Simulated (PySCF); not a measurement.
## Orbital picture of HI

r²SCAN at R = 1.612 Å; basis H x2c-TZVPPall, I x2c-TZVPPall; spin-free X2C with a Gaussian nucleus; PySCF 2.14. State: ¹Σ⁺ (singlet), closed shell. Only the outer orbitals are listed, counted within each symmetry.

```tsv
orbital	occ.	ε (eV)	on H (%)	main shells (%)
10σ	2	-18.39	10	88 I s, 10 H s
11σ	2	-10.58	36	55 I p, 36 H s
6π	2	-7.02	1	99 I p
6π	2	-7.02	1	99 I p
12σ	0	-1.27	50	51 H s, 38 I p, 11 I d
13σ	0	4.39	74	75 H s, 34 I d
7π	0	4.79	6	93 I d
```

Problem. Which are the highest filled and the lowest empty level, where do they sit, and how wide is the gap?

Solution. Highest filled 6π at -7.02 eV (in %: 99 I p); lowest empty 12σ at -1.27 eV (in %: 51 H s, 38 I p, 11 I d); the gap at r²SCAN is 5.75 eV.

The bond order (Mayer) is 1.05 and the ⟨S²⟩ is 0.000. The charge on H (Mulliken, basis-dependent) is 0.04, the charge on H (Löwdin, basis-dependent) is -0.22 and the dipole moment (positive dipole means H(−)I(+)) is -0.52 D.

Spin–orbit coupling is left out.
